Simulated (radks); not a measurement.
Task: Radial electron density D(r) = 4 pi r^2 rho(r) of an atom or ion with 19 electrons. Calculated with a radial shooting solver on a logarithmic mesh with Libxc functionals: scalar-relativistic Kohn-Sham, PBE, spin-polarised, spherical densities, finite nucleus; Fermi nuclear charge, rms radius of each element as measured or else 0.836 A^(1/3) + 0.57 fm.

```
   r/bohr * D(r) (the largest magnitude, 45.9, reaches the edge; | marks zero)
 0.002461 | *
 0.003079 |  *
 0.003852 |   *
 0.004819 |      *
 0.006029 |        *
 0.007543 |            *
 0.009437 |                 *
  0.01181 |                       *
  0.01477 |                             *
  0.01848 |                                    *
  0.02312 |                                          *
  0.02892 |                                              *
  0.03618 |                                              *
  0.04527 |                                           *
  0.05709 |                                       *
  0.07142 |                                      *
  0.08936 |                                          *
   0.1118 |                                                 *
   0.1399 |                                                      *
    0.175 |                                                  *
   0.2189 |                                    *
   0.2739 |                       *
   0.3426 |                   *
   0.4286 |                      *
   0.5363 |                      *
   0.6709 |               *
   0.8394 |      *
     1.05 | *
    1.314 *
    1.644 *
```

What is the nuclear charge?

Result: Z = 32. The innermost maximum, from 1s, lies near gamma/Z bohr with gamma = sqrt(1 - (Z/c)^2) = 0.972, here 0.0304 bohr (found: 0.0331), and its height grows with Z. The density is that of the germanium ion Ge13+ in [Ar] 3d1; the configuration itself is not fixed sharply by these data, and Z only to about a unit. D(r) has 3 maxima, at r = 0.0331, 0.143, 0.487 bohr, and minima at 0.0686, 0.334 bohr, inside which lie 2.08, 10.53 electrons.
